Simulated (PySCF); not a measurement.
SMILES [SiH3]O[SiH2][SiH2]S, GFN2-xTB optimised geometry.

```
13

Si     3.28     0.36     0.00
O      1.66     0.36     0.00
Si     0.16     0.99     0.00
Si    -1.14    -0.90     0.02
S     -3.20    -0.24    -0.10
H      3.64    -0.57    -1.07
H      3.66    -0.11     1.33
H      3.75     1.72    -0.26
H      0.04     1.85     1.18
H      0.04     1.84    -1.19
H     -1.11    -1.75     1.22
H     -1.01    -1.85    -1.09
H     -3.75    -1.44    -0.08
```

Density from B3LYP/def2-TZVP run with PySCF at that geometry.

Minimum of the electron density along straight lines between bonded atoms, close to the bond critical point (lines longer than 1.1 times the sum of covalent radii, or with two minima, are not listed):

| bond | length / Å | ρ at the minimum / e bohr⁻³ | ∇²ρ there / e bohr⁻⁵ | position (fraction from the first atom) |
|---|---|---|---|---|
| Si1–O2 | 1.621 | 0.139 | 0.94 | 0.42 |
| O2–Si3 | 1.623 | 0.138 | 0.93 | 0.59 |
| Si3–Si4 | 2.295 | 0.104 | -0.19 | 0.38 |
| Si4–S5 | 2.164 | 0.094 | 0.08 | 0.36 |
| Si1–H6 | 1.460 | 0.128 | 0.17 | 0.49 |
| Si1–H7 | 1.460 | 0.128 | 0.17 | 0.49 |
| Si1–H8 | 1.460 | 0.128 | 0.17 | 0.49 |
| Si3–H9 | 1.468 | 0.126 | 0.17 | 0.49 |
| Si3–H10 | 1.467 | 0.126 | 0.17 | 0.49 |
| Si4–H11 | 1.470 | 0.124 | 0.17 | 0.49 |
| Si4–H12 | 1.469 | 0.124 | 0.17 | 0.49 |
| S5–H13 | 1.322 | 0.222 | -0.66 | 0.63 |
